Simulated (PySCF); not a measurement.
# How a change of structure moves an absorption spectrum

Computed with PySCF 2.14.0, density-fitted response routines, TDDFT PBE0/def2-SVPD, vertical, gas phase, core orbitals frozen in the response. Geometries: GFN2-xTB; one conformer of each isolated species. Triplets are in the Tamm–Dancoff approximation. 'Strongest' means the level of largest summed f among the lowest 8 singlets; it needn't be the same kind of state in each.

Parent: `CO[Si@@H](C)S`, with lowest singlet excitation energy 6.03 eV, HOMO energy -7.16 eV, mean static polarisability 75.8 au, energy of the strongest computed level 6.74 eV. Its spectrum: 206 nm (f 0.010); 192 nm (f 0.018); 184 nm (f 0.048); 172 nm (f 0.015); 170 nm (f 0.004).

Question: Give the shifts from the parent for: H on C replaced by CHO (`CO[Si@@H](S)CC=O`); H on C replaced by C2H5 (`CCC[Si@@H](S)OC`); H on C replaced by SSiH3 (`CO[Si@H](S)CS[SiH3]`).

Answer: 

| change | SMILES | Δ S1 (eV) | Δ HOMO (eV) | Δ α (au) | Δ strongest (eV) |
| --- | --- | --- | --- | --- | --- |
| H on C replaced by CHO | CO[Si@@H](S)CC=O | -1.64 | -0.08 | +11.8 | -0.15 |
| H on C replaced by C2H5 | CCC[Si@@H](S)OC | +0.27 | -0.21 | +23.1 | +0.01 |
| H on C replaced by SSiH3 | CO[Si@H](S)CS[SiH3] | -0.61 | +0.34 | +44.8 | -0.76 |

S1 falls most with H on C replaced by CHO (-1.64 eV), and it rises most with H on C replaced by C2H5 (+0.27 eV). S1 is simply the lowest singlet of each species and needn't be the same kind of state throughout.

Lowest levels of each derivative:
- `CO[Si@@H](S)CC=O`: 4.38 eV (f 0.000); 5.16 eV (f 0.000); 6.10 eV (f 0.000)
- `CCC[Si@@H](S)OC`: 6.30 eV (f 0.026); 6.75 eV (f 0.046); 6.90 eV (f 0.019)
- `CO[Si@H](S)CS[SiH3]`: 5.42 eV (f 0.003); 5.51 eV (f 0.019); 5.98 eV (f 0.024)
